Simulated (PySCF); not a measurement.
**Working out the excitation energy of V**

V [Ar] 3d3 4s2 (4F) → V [Ar] 3d5 (6S). Computed with PySCF 2.14 in aug-cc-pVDZ-DK (7s6p4d2f, 59 functions), with scalar relativity by spin-free X2C-1e. Frozen: [Ar]. Energies in hartree (1 hartree = 27.21139 eV):

```
            part    V (lower)    V (upper)
             UHF  -948.140186  -948.001558
CCSD correlation    -0.066640    -0.095142
             (T)    -0.001985    -0.005158
```

Problem. What does Hartree-Fock give?

Solution. (-948.001558) − (-948.140186) = 0.138628 hartree = 3.772 eV.

Problem. What do CCSD and CCSD(T) give?

Solution. The CCSD correlation energies differ by -0.028502 hartree = -0.776 eV and the triples by -0.003173 hartree = -0.086 eV, so CCSD gives 2.996 eV and CCSD(T) 2.910 eV.

A double-zeta basis recovers only part of the correlation energy.

The coupled-cluster amplitudes are large, so a single reference is strained.
